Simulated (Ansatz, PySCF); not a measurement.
Species: sum formula BN$_{2}$H$_{4}$, net charge 0, doublet state. It need not be the lowest isomer of its formula. SMILES: NB[NH]
Coordinates optimised at B3LYP-D3(BJ)/def2-TZVP (Ansatz, a quantum-chemistry and plane-wave program):
```xyz
7

B     -0.1435    -0.3636     0.2469
N     -1.1707     0.6237     0.1717
N      1.1428    -0.1944    -0.2785
H     -0.3899    -1.3571     0.8802
H     -1.9881     0.4310    -0.4035
H      1.4201     0.6152    -0.8080
H      1.8705    -0.8759    -0.1555
```
Charge 0, spin multiplicity 2.

Property: atomisation energy (electronic, to ground-state atoms), in kcal/mol. Valence correlation only, unless marked. Open shells are spin-unrestricted. Spin-orbit coupling is left out. Non-relativistic. The coupled-cluster limit lacks core correlation, which all-electron functionals hold. Basis-set limits of correlation are two-point, X^-3; Hartree-Fock from the larger set. [CCSD(T)-MP2]/basis is that difference in the basis named.

```csv
level,program,atomisation energy (kcal/mol)
HF-D3(BJ)/def2-TZVPD,PySCF + dftd3,430.2
MN15-D3(BJ)/def2-TZVPD,PySCF + dftd3,593.7
B2PLYP-D4/def2-TZVPD,Ansatz + dftd4,584.6
PBE-QIDH/def2-TZVPD,Ansatz,[?]
"RI-MP2/CBS(aug-cc-pVTZ,aug-cc-pVQZ)+[CCSD(T)-MP2]/aug-cc-pVTZ",Ansatz,[?]
```

Task: Complete the blanks.

Result: 
- PBE-QIDH/def2-TZVPD, atomisation energy (kcal/mol): 577.2
- RI-MP2/CBS(aug-cc-pVTZ,aug-cc-pVQZ)+[CCSD(T)-MP2]/aug-cc-pVTZ, atomisation energy (kcal/mol): 583.6
